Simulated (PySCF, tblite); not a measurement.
Isomers of C5H8FO (doublet state), one GFN2-xTB conformer each. Single-point energies are computed at B3LYP/pcH-1 (PySCF, gas phase, no added dispersion term), electronic only. GFN2-xTB treats the open shell by occupation alone, and not every SCF solution was tested for stability.

**Question.** Rank them by B3LYP/pcH-1 energy, lowest first (kcal/mol).
A. `[CH3:1][CH:2][C:3]1([F:4])[CH2:5][O:6][CH2:7]1` (doublet state) with C1–C2–C3–F4 5°
B. `[CH3:1][C@@H:2]([OH:3])/[C:4]=[CH:5]\[CH2:6][F:7]` (doublet state) with C1–C2–O3–H -176°, C1–C2–C4–C5 -89°, C4–C5–C6–F7 -134°
C. `[CH3:1][C@@H:2]([OH:3])/[CH:4]=[CH:5]\[CH:6][F:7]` (doublet state) with C1–C2–O3–H 58°, C1–C2–C4–C5 80°, C4–C5–C6–F7 -1°

**Answer.** C (0.0), A (22.2), B (24.9).

Neighbours under 5.0 kcal/mol apart (C[CH]C1(F)COC1 and C[C@@H](O)/[C]=C\CF) can change places with a better method, another conformer or zero-point energy. GFN2-xTB itself gives, in the same order: 0.0, 8.9, 25.4. Both levels put the same isomer lowest; measured from each level's own lowest isomer, the values differ by up to 13.3 kcal/mol (C[CH]C1(F)COC1: 8.9 against 22.2).

**Question.** What happens when harmonic zero-point energies from GFN2-xTB frequencies are added?

**Answer.** 
```csv
SMILES,ZPE (kcal/mol),electronic (kcal/mol),with ZPE (kcal/mol)
C[C@@H](O)/C=C\[CH]F,73.6,0.0,0.0
C[CH]C1(F)COC1,73.5,22.2,22.1
C[C@@H](O)/[C]=C\CF,73.3,24.9,24.6
```

The zero-point energies span 0.3 kcal/mol. The order is unchanged.
